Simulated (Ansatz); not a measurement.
Cu2F2⁺, that is (CuF)2 ring with one electron fewer. Charge 1, multiplicity 2. Geometry PBE0-D4/def2-SVP, that of the neutral singlet; atoms count from 1.

Cartesian coordinates in Å:
```
Cu -0.360 0.840 0.754
F 0.288 -0.954 1.200
Cu 0.360 -0.840 -0.754
F -0.288 0.954 -1.200
```

**Question.** Estimate the Mulliken populations from the PBE0/def2-TZVP orbitals of Ansatz.

**Answer.** 
```csv
atom,charge (e),spin (α − β),d electrons
Cu1,0.89,0.33,9.66
F2,-0.39,0.17,–
Cu3,0.89,0.33,9.66
F4,-0.39,0.17,–
```
Mulliken values depend strongly on the basis.

**Question.** Where does the spin sit?

**Answer.** Summed by element: Cu 0.67, F 0.33, of 1 unpaired in all. Largest on single atoms: Cu3 0.33, Cu1 0.33, F2 0.17.

**Question.** And the Mayer bond orders between heavy atoms (over 0.3)?

**Answer.** Cu1–F2 0.49 (1.96 Å); Cu1–Cu3 0.32 (2.37 Å); Cu1–F4 0.49 (1.96 Å); F2–Cu3 0.49 (1.96 Å); Cu3–F4 0.49 (1.96 Å).
